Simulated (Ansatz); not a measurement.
# Isomers

Structures of CH4GeN (charge +1), closed shell, relaxed at PBE0-D4/def2-TZVP (vibrations not checked; lower isomers may exist, and structures with a doubtful reference or unclear bonds are left out). Computed with Ansatz 0.2.0 (basis: def2-TZVPP); correlated methods freeze the cores. Filled d shells of the heavier atoms are correlated. The def2 sets are not built for correlating such inner shells, so the correlated values are less sure here. B3LYP uses VWN-RPA correlation.

(1) Rank them by CCSD(T) energy, lowest first, and give each one's height above the lowest. Links in brackets join atoms within 1.22 times the sum of their covalent radii (1.1 for two metals). (To be estimated.)
A.
CH₄GeN ([CH]1[NH][GeH2]1), total charge +1
```
7
angstrom
C 0.0652 -0.0180 -0.9944
N -0.7826 -0.4980 -0.1836
Ge 0.6264 0.4362 0.7849
H -1.6293 -1.0363 -0.3740
H 0.1061 -0.0567 -2.0817
H 0.1228 1.7511 1.3452
H 1.5507 -0.5427 1.4806
```
B.
CH₄GeN ([CH][N][GeH3]), total charge +1
```
7
angstrom
C -0.7627 -1.7287 0.1806
N -0.3058 -0.6930 0.0725
Ge 0.4908 1.1123 -0.1162
H -1.1959 -2.7104 0.2830
H 0.0190 1.4480 -1.5212
H -0.2032 1.8138 1.0395
H 1.9578 0.7581 0.0618
```
C.
CH₄GeN ([CH2][N][GeH2]), total charge +1
```
7
angstrom
C -1.3915 -0.7265 -0.1907
N -0.4032 -0.1334 0.2824
Ge 0.9513 0.6801 0.9305
H -1.4731 -0.9143 -1.2653
H -2.2016 -1.0741 0.4569
H 0.8186 2.1850 1.0137
H 2.1045 -0.2117 1.3358
```
D.
CH₄GeN ([CH2][NH][GeH]), total charge +1
```
7
angstrom
C -1.1101 -1.0063 -0.5792
N -0.4152 0.0487 -0.4333
Ge 0.5983 0.4821 1.2900
H -1.6425 -1.2160 -1.5054
H -0.3890 0.6801 -1.2325
H 1.0784 1.8257 0.6038
H -1.1770 -1.7203 0.2402
```

(2) Do PBE-D4, r2SCAN-D4, PBE0-D4, B3LYP-D4, wB97M-V, HF, MP2 give the same order? (Judge from chemistry; the calculation decides.)

No T1 diagnostic of these runs exceeds 0.020. The restricted Hartree–Fock reference is unstable towards an unrestricted one at one or more of these structures.

For scale, one of the runs: CCSD(T)/def2-TZVPP, 166 basis functions, launched by `ansatz run in.yaml --threads 2 --pin off --events-out ev --progress --plain --max-ram 4352MiB`. Time: 42 s of wall clock on 2 CPU threads of an Arm Neoverse V1; the host was shared. Peak host memory: 1.3 GiB.

Results:

(1) The calculation gives: B (0.000 eV), D (0.059 eV), C (0.784 eV), A (0.930 eV). Heights count from the lowest.

(2) The calculation gives: Lowest first: PBE-D4 D < B < C < A; r2SCAN-D4 D < B < C < A; PBE0-D4 D < B < C < A; B3LYP-D4 D < B < C < A; wB97M-V D < B < C < A; HF D < B < C < A. The others agree with CCSD(T).
